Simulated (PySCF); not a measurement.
Method: PBE0-D4/def2-TZVP (PySCF). Isolated molecules, 0 K electronic values unless said otherwise. One relaxed conformer stands for a flexible species; it need not be the lowest. Excitations are Tamm–Dancoff values on a coarser integration grid. The basis has no diffuse functions, so Rydberg states are missing or too high.

Reference species (SMILES): `CC=C=N` (neutral, multiplicity 1).

```
Quantity                                      Result
-------------------------------------------  -------
T1 excitation (TDA)                          4.04 eV
brightest of the four lowest singlets (TDA)  7.11 eV
S1 oscillator strength                         0.001
```

Changed species: `C(=C)N=C` (C–C–N–C torsion 180°).

Task: Predict the effect on the T1 excitation (TDA), brightest of the four lowest singlets (TDA) and S1 oscillator strength.

Result: the T1 excitation (TDA) drops by 0.74 eV, to 3.30 eV; the brightest of the four lowest singlets (TDA) decreases by 0.91 eV, to 6.20 eV; the S1 oscillator strength stays essentially unchanged.
